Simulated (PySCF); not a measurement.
SMILES O=C(C)C=C=C=CN, C6H7NO

Cartesian coordinates in Å; atom numbers follow the order of the lines, from 1:
```xyz
15

C    -3.245    0.038   -0.370
C    -1.757    0.315   -0.449
O    -1.317    1.358   -0.899
C    -0.929   -0.767    0.057
C     0.397   -0.677    0.057
C     1.633   -0.522    0.034
C     2.946   -0.308    0.001
N     3.505    0.803   -0.541
H    -3.533   -0.141    0.665
H    -3.800    0.888   -0.758
H    -3.488   -0.849   -0.952
H    -1.417   -1.651    0.439
H     3.638   -1.052    0.376
H     4.471    1.018   -0.372
H     2.891    1.553   -0.815
```

Method: quadratic response wB97X-D/def2-SVPD first hyperpolarisability, Taylor convention, gas phase in PySCF 2.14.0. Geometry: GFN2-xTB.

What is the first hyperpolarisability, and how does it disperse?

In au, Taylor convention; the vector part is βᵢ = ⅓ Σⱼ (βᵢⱼⱼ + βⱼᵢⱼ + βⱼⱼᵢ); β∥ is 3/5 of the vector part along the dipole, the dipole points from − to +:
```
                   process  λ (nm)  β vector norm     β∥  β HRS  depolarisation ratio
           static β(0;0,0)       ∞          496.9  272.4  196.3                  5.96
second harmonic β(−2ω;ω,ω)    1907          583.6  322.3  229.7                  5.91
         Pockels β(−ω;ω,0)    1907          523.6  287.8      –                     –
second harmonic β(−2ω;ω,ω)    1340          698.2  388.0  274.2                  5.80
         Pockels β(−ω;ω,0)    1340          553.1  304.8      –                     –
```

Which lowest excitations, dipole and polarisabilities go with it?

S1 3.72 eV (f = 0.000); S2 4.12 eV (f = 0.610); S3 4.42 eV (f = 0.000); dipole 4.09 D; isotropic α 106.5 au static, 107.5 au at 1907 nm, 108.5 au at 1340 nm, 110.5 au at 953.5 nm, 115.4 au at 670 nm.
